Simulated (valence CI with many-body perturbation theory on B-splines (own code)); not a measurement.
# E1 transitions of Zn²³⁺

Method: relativistic CI+MBPT: five valence electrons over a frozen Dirac-Fock core [He], radial functions for each j: 11 s, 11 p, 10 d, 8 f, 5 g, 2 h, with the one-electron correlation potential Σ1, the two-electron term Σ2, the three-electron term Σ3, Breit, model QED; selected CI, second order for the rest, scaled by the run's own slope (own B-spline code, finite nucleus).

No measured levels were compared; by estimate levels of excited configurations hold to 0.05 to 0.15 % of their energy, terms of the ground configuration to about 0.5 %. Among the levels kept, up to 5500 cm⁻¹ of a level comes from second order outside the variational space, and about a tenth of that is noise between levels of different J, which matters for small intervals.

Lines 101 to 150 of 600 in falling wavelength, among levels below 1513.2 eV, chosen from the strongest by gf and those to the six lowest levels. Wavelengths and rates use the calculated energies, so an error of 900 cm⁻¹ moves a line at 316.1 Å by 0.28 % and its rate by three times that or more. Electric multipoles are in the length gauge, E1 and E2 with the static RPA response of the core. Weak lines are less certain than strong ones. Lines between different terms over intervals too small for the method are left out, as are lines whose strength nearly cancels. Where a level lies close to another of its J and parity, the split of strength between their lines is uncertain. The highest levels of a list are the least certain.

Names give the largest LS component (configuration and term), which can be under half, so a name can repeat, a term be missing and a line seem to break the LS rules; names also repeat where a configuration has a term twice. Letters in brackets count levels of one name in rising energy.

```tsv
λ vac (Å)	Upper	Lower	A (s⁻¹)	S (a.u.) with core polarisation	S without
316.1	2s 2p3 3d 4D°_5/2 [b]	2s 2p3 3p 4D_3/2 [b]	1.61e+09	1.50e-01	1.50e-01
315.9	2s 2p3 3d 4D°_7/2 [c]	2s 2p3 3p 4D_7/2 [b]	1.34e+09	1.67e-01	1.67e-01
315.4	2s 2p3 3d 2F°_5/2 [a]	2s 2p3 3p 2D_5/2 [a]	1.83e+09	1.70e-01	1.70e-01
314.6	2s 2p3 3d 2F°_5/2 [d]	2s 2p3 3p 2D_3/2 [c]	1.70e+09	1.56e-01	1.56e-01
314.6	2s2 2p2 3p 4P°_5/2	2s2 2p2 3s 4P_3/2	1.32e+09	1.22e-01	1.22e-01
314.6	2s2 2p2 3d 2D_5/2 [b]	2s2 2p2 3p 2D°_5/2 [b]	1.44e+09	1.33e-01	1.33e-01
314.2	2s 2p3 3d 6D°_5/2	2s 2p3 3p 6P_5/2	2.36e+09	2.16e-01	2.16e-01
313.6	2s 2p3 3p 2F_7/2 [a]	2s 2p3 3s 4D°_7/2	1.22e+09	1.49e-01	1.49e-01
313.0	2s 2p3 3d 6D°_7/2	2s 2p3 3p 6P_5/2	2.71e+09	3.28e-01	3.29e-01
312.1	2s2 2p2 3p 2D°_5/2 [b]	2s2 2p2 3s 2D_5/2	2.86e+09	2.57e-01	2.57e-01
311.4	2s2 2p2 3d 4D_5/2	2s2 2p2 3p 4S°_3/2	1.18e+09	1.06e-01	1.06e-01
310.2	2s2 2p2 3d 2F_7/2 [b]	2s2 2p2 3p 2F°_5/2	3.63e+09	4.27e-01	4.27e-01
310.2	2s 2p3 3d 4D°_7/2 [c]	2s 2p3 3p 4P_5/2 [c]	2.25e+09	2.65e-01	2.65e-01
310.0	2s 2p3 3d 2D°_3/2 [b]	2s 2p3 3p 2P_1/2 [b]	2.29e+09	1.34e-01	1.34e-01
310.0	2s 2p3 3d 4G°_7/2	2s 2p3 3p 4F_5/2	2.92e+09	3.43e-01	3.43e-01
309.6	2s 2p3 3d 4D°_3/2 [a]	2s 2p3 3p 4P_1/2 [a]	1.84e+09	1.08e-01	1.08e-01
309.5	2s 2p3 3d 2F°_5/2 [b]	2s 2p3 3p 4P_3/2 [c]	2.04e+09	1.79e-01	1.79e-01
309.3	2s2 2p2 3p 2P°_3/2 [a]	2s2 2p2 3s 2P_3/2	2.95e+09	1.72e-01	1.72e-01
308.8	2s2 2p2 3p 4D°_3/2 [a]	2s2 2p2 3s 4P_1/2	4.53e+09	2.64e-01	2.64e-01
307.5	2s2 2p2 3p 4S°_3/2	2s2 2p2 3s 4P_5/2	4.01e+09	2.30e-01	2.30e-01
307.0	2s 2p3 3d 2G°_7/2 [a]	2s 2p3 3p 2F_5/2 [a]	3.79e+09	4.33e-01	4.33e-01
306.9	2s 2p3 3d 4F°_3/2 [a]	2s 2p3 3p 4D_1/2 [a]	1.88e+09	1.07e-01	1.07e-01
306.6	2s 2p3 3d 4F°_5/2 [b]	2s 2p3 3p 4D_3/2 [c]	2.94e+09	2.51e-01	2.51e-01
306.6	2s 2p3 3d 2F°_7/2 [c]	2s 2p3 3p 2F_7/2 [b]	1.19e+09	1.35e-01	1.35e-01
306.5	2s 2p3 3d 4D°_5/2 [a]	2s 2p3 3p 4P_5/2 [a]	1.27e+09	1.09e-01	1.09e-01
306.0	2s 2p3 3d 2D°_5/2 [c]	2s 2p3 3p 2P_3/2 [c]	2.64e+09	2.24e-01	2.24e-01
306.0	2s 2p3 3p 4D_7/2 [a]	2s 2p3 3s 4D°_5/2	2.06e+09	2.33e-01	2.33e-01
305.7	2s 2p3 3d 6D°_1/2	2s 2p3 3p 6P_3/2	4.41e+09	1.24e-01	1.24e-01
305.3	2s 2p3 3d 6D°_3/2	2s 2p3 3p 6P_3/2	3.16e+09	1.77e-01	1.78e-01
305.0	2s 2p3 3d 6D°_5/2	2s 2p3 3p 6P_3/2	1.50e+09	1.26e-01	1.26e-01
304.3	2s 2p3 3d 4D°_5/2 [d]	2s 2p3 3p 4P_3/2 [d]	2.74e+09	2.29e-01	2.29e-01
304.2	2s 2p3 3d 4F°_5/2 [a]	2s 2p3 3p 4D_3/2 [a]	2.25e+09	1.87e-01	1.87e-01
304.2	2s 2p3 3d 4D°_5/2 [b]	2s 2p3 3p 4D_5/2 [a]	1.16e+09	9.69e-02	9.69e-02
304.1	2s 2p3 3p 2P_3/2 [d]	2s 2p3 3s 2D°_3/2 [b]	1.98e+09	1.10e-01	1.10e-01
303.3	2s 2p3 3p 4P_5/2 [c]	2s 2p3 3s 4P°_3/2	2.45e+09	2.03e-01	2.03e-01
302.8	2s 2p3 3p 4S_3/2	2s 2p3 3s 4P°_1/2	3.07e+09	1.68e-01	1.68e-01
302.7	2s 2p3 3p 4D_3/2 [b]	2s 2p3 3s 4D°_1/2	2.71e+09	1.48e-01	1.48e-01
301.8	2s 2p3 3d 2F°_5/2 [c]	2s 2p3 3p 2D_3/2 [b]	2.75e+09	2.24e-01	2.24e-01
301.4	2s 2p3 3d 2D°_5/2 [b]	2s 2p3 3p 2P_3/2 [b]	3.10e+09	2.51e-01	2.51e-01
300.0	2s2 2p2 3d 4D_3/2	2s2 2p2 3p 4P°_1/2	2.69e+09	1.43e-01	1.43e-01
299.6	2s 2p3 3d 2G°_7/2 [b]	2s 2p3 3p 2F_5/2 [b]	3.61e+09	3.84e-01	3.84e-01
299.0	2s2 2p2 3p 2P°_3/2 [c]	2s2 2p2 3s 2S_1/2	4.71e+09	2.49e-01	2.49e-01
298.8	2s 2p3 3d 4D°_5/2 [a]	2s 2p3 3p 4P_3/2 [a]	3.42e+09	2.70e-01	2.70e-01
298.4	2s2 2p2 3d 4P_3/2	2s2 2p2 3p 4S°_3/2	2.56e+09	1.34e-01	1.34e-01
298.0	2s 2p3 3d 4D°_3/2 [d]	2s 2p3 3p 4P_3/2 [c]	1.73e+09	9.05e-02	9.05e-02
297.9	2s 2p3 3d 2D°_3/2 [c]	2s 2p3 3p 4P_1/2 [d]	1.63e+09	8.52e-02	8.52e-02
296.4	2s 2p3 3d 4D°_1/2 [a]	2s 2p3 3p 4P_1/2 [a]	4.19e+09	1.08e-01	1.08e-01
295.6	2s 2p3 3p 2D_5/2 [b]	2s 2p3 3s 2D°_5/2 [b]	4.85e+09	3.71e-01	3.71e-01
295.0	2s 2p3 3p 2D_5/2 [a]	2s 2p3 3s 2D°_5/2 [a]	4.85e+09	3.69e-01	3.69e-01
294.2	2s2 2p2 3d 2F_7/2 [a]	2s2 2p2 3p 4P°_5/2	2.64e+09	2.65e-01	2.65e-01
```
